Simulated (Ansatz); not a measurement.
Input for Ansatz (an electronic-structure program): R-B3LYP/def2-TZVPPD on C2H4OS (a complex), monomers drawn apart or pushed together. Files ending in .json are basis or fitting sets from the Basis Set Exchange.

Ansatz 0.2 input:
```yaml
crystal:
  periodic: [false, false, false]
  atoms:
    - {symbol: C, position_ang: [-0.04973676, 0.02689020, 0.19316602]}
    - {symbol: H, position_ang: [0.14767228, -1.00240506, 0.48963503]}
    - {symbol: H, position_ang: [-0.99911758, 0.35233577, 0.61571593]}
    - {symbol: H, position_ang: [0.75132934, 0.66743643, 0.55963636]}
    - {symbol: H, position_ang: [-0.09599579, 0.08912378, -0.89311585]}
    - {symbol: O, position_ang: [-1.23236026, 0.19173760, 6.37424634]}
    - {symbol: C, position_ang: [-0.15686254, -0.19500687, 6.54359682]}
    - {symbol: S, position_ang: [1.29668683, -0.71778396, 6.77313621]}
basis:
  gaussian:
    orbitals: def2-TZVPPD.json
hamiltonian:
  xc: {name: B3LYP}
scf: {lower_state_search: off}
```

The log:

```
WARN ansatz: RAYON_NUM_THREADS=2 ignored (pool sized by the plan → 2); use --threads N
Functional definition: B3LYP
these checks for a lower state are left out or cut short: stability, starts, cluster_reference, orbital_swaps, neighbouring_geometries, increment
integrals: 0.12 GiB planned
1112 factors; their error is unknown
mean field: 1.05 GiB planned
mean field evaluation 1: about -15014.9583 eV, gradient 7.0e1 eV
mean field evaluation 2: about -14990.0290 eV, gradient 1.3e2 eV
mean field evaluation 4: about -15024.9472 eV, gradient 5.3e0 eV
mean field evaluation 8: about -15025.0028 eV, gradient 4.1e-2 eV
mean field evaluation 16: about -15025.0235 eV, gradient 5.0e-5 eV
mean field -15025.02352581 eV, -552.1594302468 hartree, gradient 2.7e-6 eV, S^2 0.000000; 0 other end points of the search recorded, 0 dependent functions left out
reference -15025.02388821 eV, -552.1594435648 hartree; 20, 20 occupied and 213, 213 virtual orbitals, 1112 factors
Total energy: -15025.02388821 eV, -552.1594435648 hartree
Checks for a lower state left out: stability, starts, cluster_reference, orbital_swaps, neighbouring_geometries, increment
```

Self-consistency was reached.

Cost: about 2.6 core-seconds (a rough figure).
